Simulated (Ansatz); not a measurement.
Ansatz (an electronic-structure program) input (B3LYP-D3(BJ)/def2-TZVP):

Ansatz 0.2 input:
```yaml
crystal:
  periodic: [false, false, false]
  atoms:
    - {symbol: C, position_ang: [0.79841846, -0.31615304, 0.00724917]}
    - {symbol: C, position_ang: [-0.56650197, 0.04463720, 0.27071581]}
    - {symbol: Cl, position_ang: [-1.41922725, 0.60939158, -1.31785347]}
    - {symbol: Cl, position_ang: [2.00885562, 0.86096301, 0.01314046]}
    - {symbol: H, position_ang: [1.05978908, -1.25260635, -0.45441092]}
    - {symbol: H, position_ang: [-0.67943561, 0.90121165, 0.92913772]}
    - {symbol: H, position_ang: [-1.17452726, -0.79938772, 0.58346088]}
basis:
  gaussian:
    orbitals: def2-TZVP
hamiltonian:
  xc: b3lyp
  dispersion: d3bj
magnetization: {spin_polarized: true, initial_magnetization: 1}
relax: {f_tol: 0.002, max_steps: 150}
```

End of the output:

```
1018 factors; their error is unknown
mean field: 0.89 GiB planned
mean field evaluation 64: about -27154.4196 eV, gradient 5.3e1 eV
mean field -27169.22582456 eV, -998.4506330899 hartree, gradient 6.0e-5 eV, S^2 0.755537; 1 other end points of the search recorded, 0 dependent functions left out
the calculation of the forces begins
reference -27169.22607083 eV, -998.4506421403 hartree; 25, 24 occupied and 129, 130 virtual orbitals, 1018 factors
Total energy: -27169.51206509 eV, -998.4611522354 hartree
Atom 0 at     0.799604    -0.319921     0.007088 Å, force    -0.000879    -0.001041    -0.000106 eV/Å
Atom 1 at    -0.583900     0.051397     0.251416 Å, force     0.001769     0.001161     0.000207 eV/Å
Atom 2 at    -1.420472     0.635006    -1.309227 Å, force    -0.000221     0.000266    -0.000036 eV/Å
Atom 3 at     2.016530     0.873028    -0.015432 Å, force     0.000237     0.000516    -0.000165 eV/Å
Atom 4 at     1.078418    -1.271698    -0.418814 Å, force    -0.000054    -0.000196     0.000254 eV/Å
Atom 5 at    -0.686930     0.880999     0.943553 Å, force    -0.000981    -0.000475    -0.000147 eV/Å
Atom 6 at    -1.175879    -0.800755     0.572855 Å, force     0.000130    -0.000231    -0.000007 eV/Å
Dipole moment:     0.073268    -0.266444     0.311254 e Å
```

It need not be the lowest isomer of its formula.
